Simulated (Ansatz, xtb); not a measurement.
Torsion H3–O1–Te2–H4 in H2OTe (SMILES O[TeH]); at each angle all else is relaxed with GFN2-xTB, and the levels are single points there.
Geometry at 90° (charge 0, multiplicity 1):
```xyz
4

O     -1.06047     0.30966     0.28522
Te     0.83178     0.74179    -0.15525
H     -1.41462    -0.33628    -0.32557
H      0.39981     1.97252    -1.16174
```

On the grid 0° to 330°, 0° is the highest and 90° the lowest point at MP2/CBS(def2-TZVPP, def2-QZVPP) + ΔCCSD(T)/def2-TZVPP.

Correlated levels freeze the cores. Filled d and f shells under p-block atoms count as core.

Programs: Ansatz (an electronic-structure program) with Gaussian orbitals; xtb for the GFN methods.  In def2 rows elements past Kr take small-core potentials, without spin–orbit coupling.

### Question
What is the computed energy at 0° less that at 90° (GFN2-xTB)?

### Answer
2.6 kcal/mol
